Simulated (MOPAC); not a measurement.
MOPAC input (MNDO):

```
MNDO 1SCF GEO-OK AUX(PRECISION=9) THREADS=1
CH8O2Si2

Si    1.78147400 1   -1.00262700 1    0.44651000 1
O     0.47932900 1   -0.24563300 1    1.14199000 1
C     0.01989400 1    1.02244500 1    0.75329700 1
O    -0.46407100 1    1.02980700 1   -0.56424100 1
Si   -1.79758700 1    0.17448400 1   -1.05665300 1
H     1.43842300 1   -1.59323100 1   -0.86599400 1
H     2.88364300 1   -0.02607300 1    0.26523500 1
H     2.17543500 1   -2.07028600 1    1.38623200 1
H    -0.77139900 1    1.29870000 1    1.45588000 1
H     0.83081800 1    1.75512700 1    0.79406100 1
H    -2.20082000 1    0.76567400 1   -2.34742000 1
H    -1.49398200 1   -1.26223800 1   -1.23780500 1
H    -2.87795800 1    0.31825900 1   -0.04996400 1
```

From the output:

```
                                                       MOPAC v23.2.5 Linux

          FINAL HEAT OF FORMATION =       -133.41973 KCAL/MOL =    -558.22814 KJ/MOL

          COSMO AREA              =        152.95 SQUARE ANGSTROMS
          COSMO VOLUME            =        153.12 CUBIC ANGSTROMS

          IONIZATION POTENTIAL    =         11.093714 EV
          HOMO LUMO ENERGIES (EV) =        -11.094  2.195
          NO. OF FILLED LEVELS    =         16
          MOLECULAR WEIGHT        =        108.2440         POINT GROUP:  C2

          MOLECULAR DIMENSIONS (Angstroms)

            Atom       Atom       Distance
            H    11    H     8     6.41361
            H    10    H    12     4.07169
            H    13    H     7     3.51516

          SCF CALCULATIONS        =          1

   ATOM   CHEMICAL          X               Y               Z
  NUMBER   SYMBOL      (ANGSTROMS)     (ANGSTROMS)     (ANGSTROMS)

     1      Si          1.78147400  *  -1.00262700  *   0.44651000  *
     2       O          0.47932900  *  -0.24563300  *   1.14199000  *
     3       C          0.01989400  *   1.02244500  *   0.75329700  *
     4       O         -0.46407100  *   1.02980700  *  -0.56424100  *
     5      Si         -1.79758700  *   0.17448400  *  -1.05665300  *
     6       H          1.43842300  *  -1.59323100  *  -0.86599400  *
     7       H          2.88364300  *  -0.02607300  *   0.26523500  *
     8       H          2.17543500  *  -2.07028600  *   1.38623200  *
     9       H         -0.77139900  *   1.29870000  *   1.45588000  *
    10       H          0.83081800  *   1.75512700  *   0.79406100  *
    11       H         -2.20082000  *   0.76567400  *  -2.34742000  *
    12       H         -1.49398200  *  -1.26223800  *  -1.23780500  *
    13       H         -2.87795800  *   0.31825900  *  -0.04996400  *

                             CARTESIAN COORDINATES

   1   Si        1.781474000    -1.002627000     0.446510000
   2    O        0.479329000    -0.245633000     1.141990000
   3    C        0.019894000     1.022445000     0.753297000
   4    O       -0.464071000     1.029807000    -0.564241000
   5   Si       -1.797587000     0.174484000    -1.056653000
   6    H        1.438423000    -1.593231000    -0.865994000
   7    H        2.883643000    -0.026073000     0.265235000
   8    H        2.175435000    -2.070286000     1.386232000
   9    H       -0.771399000     1.298700000     1.455880000
  10    H        0.830818000     1.755127000     0.794061000
  11    H       -2.200820000     0.765674000    -2.347420000
  12    H       -1.493982000    -1.262238000    -1.237805000
  13    H       -2.877958000     0.318259000    -0.049964000

           Empirical Formula: C H8 O2 Si2  =    13 atoms

      MOLECULAR POINT GROUP   :   C2

                  EIGENVALUES
 -43.82461 -38.69950 -26.25003 -20.30816 -19.27130 -16.82815 -16.63422 -16.32098
 -13.67921 -13.05476 -13.04012 -12.01524 -11.52636 -11.24971 -11.14115 -11.09371
   2.19505   2.20225   2.27065   2.29547   2.34227   2.42332   2.97830   3.01109
   4.07871   4.59227   5.62968   6.12105

              NET ATOMIC CHARGES AND DIPOLE CONTRIBUTIONS

  ATOM NO.   TYPE          CHARGE      No. of ELECS.   s-Pop       p-Pop
    1         Si           1.551774        2.4482     1.03628     1.41194
    2          O          -0.672602        6.6726     1.81706     4.85554
    3          C           0.391916        3.6081     1.19796     2.41012
    4          O          -0.672602        6.6726     1.81706     4.85554
    5         Si           1.551774        2.4482     1.03628     1.41194
    6          H          -0.362748        1.3627     1.36275
    7          H          -0.366694        1.3667     1.36669
    8          H          -0.348694        1.3487     1.34869
    9          H           0.003007        0.9970     0.99699
   10          H           0.003007        0.9970     0.99699
   11          H          -0.348694        1.3487     1.34869
   12          H          -0.362748        1.3627     1.36275
   13          H          -0.366694        1.3667     1.36669
 DIPOLE           X         Y         Z       TOTAL
 POINT-CHG.    -0.002    -0.091    -0.067     0.114
 HYBRID         0.006     0.321     0.237     0.399
 SUM            0.004     0.230     0.169     0.285

          ATOMIC ORBITAL ELECTRON POPULATIONS

     Atom    s        px        py        pz
    1 Si   1.03628   0.44988   0.48634   0.47573
    2  O   1.81706   1.67656   1.39477   1.78421
    3  C   1.19796   0.88118   0.77748   0.75146
    4  O   1.81706   1.66125   1.82357   1.37071
    5 Si   1.03628   0.44877   0.47263   0.49054
    6  H   1.36275
    7  H   1.36669
    8  H   1.34869
    9  H   0.99699
   10  H   0.99699
   11  H   1.34869
   12  H   1.36275
   13  H   1.36669

 **********************
 *                    *
 * JOB ENDED NORMALLY *
 *                    *
 **********************

 == MOPAC DONE ==
```

The geometry given is a B3LYP-D3(BJ)/def2-TZVP minimum.
